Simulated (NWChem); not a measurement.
System: C$_{2}$H$_{2}$FI; SMILES C=C(F)I

NWChem input:

```
start job
memory heap 200 mb stack 900 mb global 1100 mb
geometry units angstroms noautoz
  C     -1.220599     2.009555     0.000000
  C     -0.088977     1.316418     0.000000
  F      1.099423     1.889780     0.000000
  I      0.028873    -0.777950     0.000000
  H     -2.187864     1.510539     0.000000
  H     -1.171587     3.101424     0.000000
end
basis spherical
  * library def2-svpd
end
ecp
  I library def2-ecp
end
dft
  xc xcamb88 1.00 lyp 0.81 vwn_5 0.19 hfexch 1.00
  cam 0.33 cam_alpha 0.19 cam_beta 0.46
  iterations 150
end
tddft
  cis
  nroots 6
  notriplet
end
task tddft energy
```

All runs use the structure optimised with PBE0/def2-SVP. No frequency run checked for a minimum. def2 effective core potentials on I; no spin-orbit coupling.

Vertical excitations in the gas phase.

Task: Give the results of this calculation. (CAM-B3LYP/def2-SVPD with def2 effective core potentials on I, TDA.) Quantities: lowest excitation, singlet (eV); oscillator strength of that lowest state; lowest state with f > 0.02, singlet (eV); oscillator strength of that bright state; orbital gap (eV).

Result: The lowest excitation, singlet (eV) is 4.70. The oscillator strength of that lowest state is 0.000, the lowest state with f > 0.02, singlet (eV) is 6.57 and the oscillator strength of that bright state comes out as 0.231. The orbital gap (eV) comes out as 8.39.
